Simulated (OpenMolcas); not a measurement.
## Co6+: Racah parameters, worked from levels

```json
{"Program": "OpenMolcas", "Basis": "ANO-RCC-VTZP [6s5p3d2f1g]", "Scalar Hamiltonian": "DKH2, point nucleus", "Active space": "3 electrons in 10 orbitals (3d 4d)", "State averaging": "2S+1 = 4 even, 10 roots; 2S+1 = 2 even, 40 roots", "Spin-orbit coupling": "state interaction with AMFI integrals over the reference wave functions, term energies averaged over their components"}
```

Methods: CASSCF; MS-CASPT2, IPEA 0.25 Eh, imaginary shift 0.1 Eh (closed shells correlated: 3s 3p).

**Racah parameters.** Above ⁴F, d3 has ⁴P at 15B, ²G at 4B + 3C and ²H at 9B + 3C. The first two fix B and C, and the third tests them; where it misses by thousands of cm-1, two parameters do not describe the configuration (Trees and configuration-interaction terms are left out) and B and C hang on the terms chosen. Term energies are centres of gravity, weighted by 2J + 1.

```json
{"Source": "CASSCF", "⁴P": "24617", "²G": "25284", "B": "1641", "C": "6240", "C/B": "3.80", "²H from B, C": "33489", "²H found": "33681"}
{"Source": "MS-CASPT2", "⁴P": "21156", "²G": "23220", "B": "1410", "C": "5859", "C/B": "4.16", "²H from B, C": "30267", "²H found": "32631"}
```

Energies in cm-1. From CASSCF to MS-CASPT2, B changes by -14.1 % and C by -6.1 %.

CASPT2 breaks the degeneracy within a term, and the mean is taken; among the terms shown or strongly mixed into the levels shown the widest spread is 590 cm-1 (3d³ ²H, MS-CASPT2). Active for correlation alone: 4d; no level in the range computed is led by a configuration that fills it, so any true level of that kind is missing. Without dynamic correlation excited terms often stand tens of per cent too high (terms of higher spin than the ground term too low), and those without a measured partner can miss by more than the paired ones (holds for CASSCF). Levels of configurations outside the active space are missing.
